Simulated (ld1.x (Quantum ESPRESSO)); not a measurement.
**boron, PAW: configuration errors across variants**

boron (B), PAW, made with ld1.x (Quantum ESPRESSO) 7.5 (LDA (PZ), scalar-relativistic). Core [He], reference 2s1.75 2p1.25. Waves: 2s (bound): rcut 1.05, rcutus 1.35 bohr; 2s channel at -0.25 Ry: rcut 1.05, rcutus 1.35 bohr; 2p (bound): rcut 3.00, rcutus 3.65 bohr; 2p channel at 0.35 Ry: rcut 3.00, rcutus 3.65 bohr. Local part: all-electron potential smoothed inside 2.95 bohr (lloc = -1). Core correction: Bessel-smoothed model core inside 1.15 bohr. Augmentation charge: PSQ, inside the norm-conserving radii.

All-electron excitation energies from the reference (eV): (1) 2s2 2p1 -1.418; (2) 2s2 2p0 6.908; (3) 2s1 2p0 32.213; (4) 2s0 2p3 9.983; (5) 2s1 2p2 4.267; (6) 2s1 2p1 12.865; (7) 2s2 2p1.3 -2.191; (8) 2s1.75 2p1.25 spin -0.562; (9) 2s2 2p1 spin -1.653.

Spin tests fill each open shell by Hund’s rule, majority spin first.

The overlap operator is not positive definite (basis up to 400 Ry) in “base”, “waves 2s (bound): rcut 1.05, rcutus 1.34 bohr; 2s channel at -0.25 Ry: rcut 1.05, rcutus 1.34 bohr”, “waves 2p (bound): rcut 3.00, rcutus 4.86 bohr; 2p channel at 0.35 Ry: rcut 3.00, rcutus 4.86 bohr”, “local potential all-electron potential smoothed inside 2.05 bohr (lloc = -1)”. Such files are unfit for use, however small their errors in these radial tests.

1 further variants failed, have other tests or another functional or relativity, and are left out.

A true bound ghost makes a file unfit for plane-wave use even where its test errors are small: the radial tests pick states by their node count and pass the ghost by.

Errors AE − PS in meV (a dash: test not solved or not reliable):

```tsv
change	(1)	(2)	(3)	(4)	(5)	(6)	(7)	(8)	(9)	bound ghosts
base	0.0	-1.6	-8.1	-2.4	-0.3	-9.4	-0.1	-0.7	-0.2	not determined (overlap not positive)
waves 2s (bound): rcut 1.05, rcutus 1.34 bohr; 2s channel at -0.25 Ry: rcut 1.05, rcutus 1.34 bohr	0.0	-1.6	-8.1	-2.4	-0.3	-9.4	-0.1	-0.7	-0.2	not determined (overlap not positive)
waves 2p (bound): rcut 3.00, rcutus 4.86 bohr; 2p channel at 0.35 Ry: rcut 3.00, rcutus 4.86 bohr	0.0	-1.6	-8.1	-2.9	-0.3	-22	-0.1	-0.8	-0.3	not determined (overlap not positive)
local potential all-electron potential smoothed inside 2.05 bohr (lloc = -1)	-2.1	-60	-63	-2.4	-14	–	–	–	–	s (p not tested, overlap not positive)
type TM; waves now 2p (bound): rc 3.65 bohr; 2s (bound): rc 1.35 bohr; local potential the s channel	-1.9	+196	+592	-87	-17	-29	-4.0	+9.3	+0.2	none
```

(1) Give the same row for: all radii but the core radius scaled by about 1.22 (s 1.64, p 4.44 bohr, rcut 1.28/3.64); local potential all-electron potential smoothed inside 3.58 bohr (lloc = -1).

Answers

(1) -0.1, +11, +42, -2.8, -0.5, -32, 0.0, -0.6, -0.3; bound ghosts: none.
